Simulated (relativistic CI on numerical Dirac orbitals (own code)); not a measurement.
**Ti²⁺ in a cubic cluster: 2p photoemission with charge transfer**

Computed with a charge-transfer multiplet model of a cubic metal-ligand cluster with up to one ligand hole, Slater and spin-orbit integrals from Dirac-Coulomb-Breit ions, Slater integrals scaled by 0.7. The ground state mixes d2 with configurations of k ligand holes L, whose averages lie at kΔ + k(k − 1)U_dd/2; a core hole lowers each added d electron by U_cd. 300 K, Lorentzian 0.6 eV and Gaussian 0.8 eV FWHM.

Atomic integrals in eV (Slater integrals scaled, ζ unscaled), ground: F2dd 5.756, F4dd 3.579, zeta_d 0.013; with the core hole: F2dd 7.186, F4dd 4.510, zeta_d 0.027, zeta_core 3.743, F2cd 3.935, G1cd 2.866, G3cd 1.625.

Cluster parameters (eV): U_dd = 5.1, U_cd = 6.1, 10Dq = 0.45, 10Dq(ligand) = 0.1, V(eg) = 1.65, V(t2g) = -0.75, final-state hopping factor = 1.

```csv
Case,n_d,d2,d3L,S
Δ = 4.5 eV,2.23,0.77,0.23,1.00
Δ = 6.5 eV,2.16,0.84,0.16,1.00
Δ = 7.5 eV,2.14,0.86,0.14,1.00
Δ = 8.5 eV,2.12,0.88,0.12,1.00
Δ = 10.5 eV,2.09,0.91,0.09,1.00
```

Weights, n_d and S are thermal averages at 300 K. Binding energies count from the first peak over 30 % of the highest in each spectrum, which can be another peak from case to case. The parameters are a model scan and need not match a compound or its usual spin state. Peaks in eV (height, largest 100):
- Δ = 4.5 eV: 0.0 (100), 2.9 (18), 6.2 (52), 13.6 (8)
- Δ = 6.5 eV: 0.0 (100), 3.0 (14), 6.0 (50), 13.4 (5)
- Δ = 7.5 eV: 0.0 (100), 6.0 (49)
- Δ = 8.5 eV: 0.0 (100), 5.9 (51)
- Δ = 10.5 eV: 0.0 (100), 5.9 (52), 8.0 (12)

Curve for Δ = 10.5 eV (points under 2 left out, the grid thinned):

```csv
E (eV),Intensity
-3.3,2.1
-3.0,2.5
-2.7,3.2
-2.4,4.1
-2.1,5.6
-1.7,9.5
-1.4,16.3
-1.1,30.3
-0.8,53.3
-0.5,78.9
-0.2,96.4
0.1,99.1
0.4,85.6
0.7,61.5
1.1,33.1
1.4,22.2
1.7,17.2
2.0,14.4
2.3,12.4
2.6,11.3
2.9,10.8
3.2,10.1
3.5,8.7
3.9,6.8
4.2,6.7
4.5,8.4
4.8,13.1
5.1,22.5
5.4,36.4
5.7,49.0
6.0,51.9
6.4,39.0
6.7,26.5
7.0,18.1
7.3,14.0
7.6,12.6
7.9,12.4
8.2,12.3
8.5,11.2
8.8,9.1
9.2,6.1
9.5,4.4
9.8,3.3
10.1,2.5
10.4,2.0
```

For the case Δ = 7.5 eV, Δ = 7.5 eV is larger than U_dd = 5.1 eV, the Mott-Hubbard side of the Zaanen-Sawatzky-Allen scheme. With the core hole the configuration with one ligand hole lies at Δ − U_cd = -1.6, 0.4, 1.4, 2.4, 4.4 eV from the one without, in the order of the table; where this is negative the screened configuration lies lower, though the effective hopping of about 3.6 eV (from the holes of the mixed ground state) mixes the two strongly wherever it is as large as the gap.

With at most 1 ligand hole the space is cut while the next configuration still counts, so covalency is underestimated, and a final configuration with one more ligand hole, which can lie low, is missing from the spectra.
